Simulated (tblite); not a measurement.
Compound: C5H8GeO2.
Bonds: Ge1–O2, O2–C3, C3–C4, C4–C5 (aromatic), C5–C6 (aromatic), C6–C7 (aromatic), C7–O8 (aromatic), C4–O8 (aromatic). Hydrogens: H9, H10, H11 on Ge1; H12, H13 on C3; H14 on C5; H15 on C6; H16 on C7.

Computed with GFN2-xTB (tblite), gas phase: L-BFGS steps from a force-field or distance-geometry start until the largest atomic force falls under 0.01 eV/Å.

Step 8: E = -675.8751 eV
```
atom  x, y, z in Å  |  force x, y, z in eV/Å
Ge1    -2.3921    0.4504   -0.3571   -0.108   0.190  -0.090
O2     -1.6147   -1.0044   -0.9270    0.078  -0.210  -0.131
C3     -0.4902   -1.5464   -0.2595    0.102   0.061   0.068
C4      0.5994   -0.5534   -0.0209    0.011  -0.106  -0.087
C5      0.7564    0.3704    0.9703   -0.081   0.099   0.142
C6      1.9540    1.0654    0.6874    0.113   0.016  -0.038
C7      2.4375    0.5092   -0.4540    0.093  -0.078  -0.114
O8      1.6283   -0.4713   -0.8862   -0.048   0.020  -0.063
H9     -1.6092    1.6359   -0.8334   -0.032   0.062   0.048
H10    -3.7697    0.4032   -0.9323    0.120  -0.081  -0.090
H11    -2.4240    0.3698    1.1288   -0.041   0.082   0.231
H12    -0.1039   -2.3714   -0.8635   -0.067   0.027  -0.131
H13    -0.8069   -1.9385    0.7093   -0.018  -0.102   0.150
H14     0.1087    0.5355    1.8070   -0.050  -0.012   0.058
H15     2.4017    1.8531    1.2577   -0.042   0.013   0.003
H16     3.3173    0.7016   -1.0381   -0.031   0.019   0.043
```

Step 9: E = -675.8830 eV
```
atom  x, y, z in Å  |  force x, y, z in eV/Å
Ge1    -2.3929    0.4600   -0.3610   -0.064   0.115   0.041
O2     -1.6194   -1.0054   -0.9146    0.040  -0.130  -0.116
C3     -0.4911   -1.5458   -0.2544    0.093   0.061  -0.001
C4      0.5982   -0.5524   -0.0217    0.043  -0.047   0.048
C5      0.7566    0.3712    0.9737   -0.070  -0.007  -0.032
C6      1.9540    1.0647    0.6855    0.092   0.063   0.052
C7      2.4377    0.5076   -0.4545    0.134  -0.083  -0.163
O8      1.6287   -0.4736   -0.8846   -0.081   0.026  -0.082
H9     -1.6058    1.6520   -0.8265   -0.063   0.010   0.043
H10    -3.7626    0.3818   -0.9510    0.121  -0.031  -0.067
H11    -2.4197    0.3707    1.1331   -0.071   0.117   0.107
H12    -0.1171   -2.3627   -0.8750    0.001  -0.024  -0.085
H13    -0.7964   -1.9438    0.7160   -0.039  -0.101   0.123
H14     0.1073    0.5317    1.8097   -0.038   0.009   0.060
H15     2.3985    1.8538    1.2572   -0.027   0.007  -0.013
H16     3.3164    0.6993   -1.0434   -0.070   0.016   0.087
```

Step 10: E = -675.8869 eV
```
atom  x, y, z in Å  |  force x, y, z in eV/Å
Ge1    -2.3942    0.4661   -0.3623    0.002   0.008   0.112
O2     -1.6205   -1.0085   -0.9114    0.009  -0.015  -0.047
C3     -0.4902   -1.5458   -0.2514    0.044   0.025  -0.017
C4      0.5985   -0.5516   -0.0206    0.021  -0.097   0.004
C5      0.7564    0.3716    0.9740   -0.065   0.036   0.036
C6      1.9550    1.0646    0.6850    0.085  -0.014  -0.045
C7      2.4394    0.5053   -0.4569    0.009  -0.019   0.001
O8      1.6276   -0.4743   -0.8855   -0.073   0.028  -0.065
H9     -1.6052    1.6604   -0.8226   -0.072  -0.010   0.038
H10    -3.7573    0.3711   -0.9614    0.097  -0.007  -0.062
H11    -2.4192    0.3736    1.1381   -0.084   0.130   0.012
H12    -0.1238   -2.3585   -0.8821    0.045  -0.038  -0.034
H13    -0.7919   -1.9480    0.7213   -0.025  -0.073   0.042
H14     0.1055    0.5300    1.8126    0.025   0.004  -0.014
H15     2.3965    1.8543    1.2568   -0.002   0.022  -0.008
H16     3.3158    0.6988   -1.0449   -0.017   0.019   0.047
```

Step 11: E = -675.8890 eV
```
atom  x, y, z in Å  |  force x, y, z in eV/Å
Ge1    -2.3949    0.4682   -0.3610    0.040  -0.054   0.109
O2     -1.6200   -1.0106   -0.9124    0.003   0.054   0.018
C3     -0.4890   -1.5460   -0.2503   -0.012  -0.037  -0.022
C4      0.5992   -0.5528   -0.0202    0.009  -0.021   0.051
C5      0.7555    0.3728    0.9746    0.012  -0.011  -0.055
C6      1.9569    1.0639    0.6839   -0.001  -0.021   0.008
C7      2.4399    0.5038   -0.4577   -0.015  -0.006   0.003
O8      1.6259   -0.4737   -0.8874   -0.048   0.021  -0.037
H9     -1.6065    1.6628   -0.8207   -0.067  -0.010   0.036
H10    -3.7537    0.3681   -0.9657    0.076  -0.001  -0.061
H11    -2.4210    0.3774    1.1411   -0.084   0.124  -0.018
H12    -0.1250   -2.3578   -0.8852    0.054  -0.029   0.001
H13    -0.7914   -1.9509    0.7239   -0.005  -0.044  -0.026
H14     0.1050    0.5296    1.8136    0.028   0.009  -0.012
H15     2.3957    1.8549    1.2565    0.008   0.011  -0.021
H16     3.3157    0.6993   -1.0445    0.001   0.014   0.025
```

Question: Estimate the geometry and energy of step 12. (The exact step hangs on the optimiser's Hessian estimate; all steps are aligned on step 11, rigid shifts and turns removed.)

Answer: E = -675.8910 eV, largest force 0.138 eV/Å
```
atom  x, y, z in Å  |  force x, y, z in eV/Å
Ge1    -2.3948    0.4690   -0.3577    0.055  -0.086   0.065
O2     -1.6192   -1.0116   -0.9134    0.011   0.093   0.078
C3     -0.4880   -1.5470   -0.2498   -0.047  -0.076  -0.014
C4      0.6000   -0.5544   -0.0187   -0.013   0.010   0.023
C5      0.7550    0.3737    0.9740    0.045  -0.022  -0.041
C6      1.9585    1.0631    0.6833   -0.044  -0.035   0.001
C7      2.4403    0.5022   -0.4588   -0.069   0.019   0.042
O8      1.6233   -0.4727   -0.8900   -0.010   0.011   0.002
H9     -1.6093    1.6643   -0.8184   -0.055  -0.006   0.035
H10    -3.7489    0.3658   -0.9704    0.058   0.002  -0.055
H11    -2.4246    0.3835    1.1438   -0.082   0.110  -0.013
H12    -0.1247   -2.3579   -0.8877    0.052  -0.014   0.029
H13    -0.7912   -1.9543    0.7255    0.012  -0.020  -0.087
H14     0.1051    0.5296    1.8143    0.043   0.008  -0.028
H15     2.3952    1.8556    1.2558    0.015  -0.001  -0.028
H16     3.3156    0.7001   -1.0433    0.030   0.009  -0.009
```

The energy changes by -0.0021 eV. The first-order estimate −F·Δx gives -0.0027 eV and the mean of the old and new forces, exact on a quadratic surface, -0.0021 eV. The step makes an angle of 46° with the force vector and moves no atom by more than 0.008 Å.

What follows is the cost of the whole relaxation. Time: 0.71 s. Hardware: an Arm Neoverse N1 with one thread, shared host.
